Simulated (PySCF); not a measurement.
Spectrum to structure. The calculation used TDDFT PBE0/def2-SVPD, vertical, gas phase, core orbitals frozen in the response (PySCF 2.14.0, density-fitted response routines). Geometries: GFN2-xTB, one conformer each.

```tsv
state	E (eV)	f	main configurations (H = HOMO, L = LUMO)
S1	5.93	0.0097	H→L (48%), H→L+1 (40%)
S2	6.16	0.052	H→L (43%), H→L+1 (41%)
S3	6.30	0.011	H→L+2 (86%), H→L+1 (9%)
S4	6.43	0.093	H-1→L (54%), H→L+3 (15%), H→L+6 (12%)
S5	6.53	0.019	H→L+4 (47%), H→L+3 (31%), H-1→L (8%)
S6	6.62	0.030	H→L+3 (48%), H→L+4 (42%)
```

Triplets computed (Tamm–Dancoff): 4.23, 5.30 eV.

Orbital energies (eV): HOMO-3 -9.32, HOMO-2 -8.00, HOMO-1 -6.97, HOMO -6.20, LUMO 0.58, LUMO+1 0.68, LUMO+2 1.06.

**Question.** Which structure fits? All have the formula C7H9NO.
A. `N#C[C@@H]1CC[C@H]2O[C@H]2C1`
B. `[H]/N=C/[C@H]1CC=CC(=O)C1`
C. `c1ccn([C@@H]2CCO2)c1`
D. `C#CC(=O)NC1CCC1`

**Answer.** C. Its S1 lies at 5.93 eV; the nearest of the others has S1 at 4.93 eV. S1 is HOMO→LUMO (48%), HOMO→LUMO+1 (40%). Löwdin shares by element: HOMO carbon 83% or more (atoms not listed hold the other 17%); LUMO carbon 38% or more, nitrogen 11% (atoms not listed hold the other 51%). At the same level the other candidates give, for their lowest levels:
- `N#C[C@@H]1CC[C@H]2O[C@H]2C1`: 7.46 eV (f 0.009); 7.71 eV (f 0.005); 7.76 eV (f 0.006); 7.89 eV (f 0.003); 8.03 eV (f 0.004); T1 6.46 eV; HOMO -8.14, LUMO 0.32 eV
- `[H]/N=C/[C@H]1CC=CC(=O)C1`: 3.63 eV (f 0.000); 4.86 eV (f 0.011); 5.15 eV (f 0.002); 5.92 eV (f 0.003); 6.00 eV (f 0.244); T1 3.12 eV; HOMO -7.32, LUMO -1.75 eV
- `C#CC(=O)NC1CCC1`: 4.93 eV (f 0.000); 5.80 eV (f 0.242); 5.92 eV (f 0.000); 6.31 eV (f 0.037); 6.72 eV (f 0.006); T1 4.40 eV; HOMO -7.49, LUMO -0.93 eV

Conformer computed: `[cH:1]1[cH:2][cH:3][n:4]([C@@H:5]2[CH2:6][CH2:7][O:8]2)[cH:9]1`: C3–N4–C5–C6 52°.
